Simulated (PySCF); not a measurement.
## Working out the ionisation energy of Si⁺

Si⁺ [Ne] 3s2 3p1 (2P) → Si²⁺ [Ne] 3s2 (1S). Calculation: PySCF 2.14, in aug-cc-pV(T+d)Z with one added diffuse shell each of s, p, d, f type (7s6p5d3f, 71 functions); the non-relativistic Hamiltonian (point nucleus). Frozen: [Ne]. Energies in hartree (1 hartree = 27.21139 eV):

| part | Si⁺ (lower) | Si²⁺ (upper) |
| --- | --- | --- |
| UHF | -288.576007 | -287.994321 |
| MP2 opposite-spin | -0.038851 | -0.031781 |
| MP2 same-spin | -0.002738 | 0.000000 |

Task: What does Hartree-Fock give?

Result: (-287.994321) − (-288.576007) = 0.581686 hartree = 15.828 eV.

Task: What do MP2 and SCS-MP2 (6/5 opposite-spin, 1/3 same-spin) give?

Result: The opposite-spin parts differ by 0.192 eV and the same-spin parts by 0.075 eV. MP2: 15.828 + (0.192) + (0.075) = 16.095 eV. SCS-MP2: 15.828 + 1.2 × (0.192) + (0.075)/3 = 16.083 eV.

Measured between the centres of the two terms (NIST): 16.322 eV, so MP2 (valence) is off by -0.227 eV.

What remains against the reference includes basis incompleteness, the frozen core and correlation beyond second order.
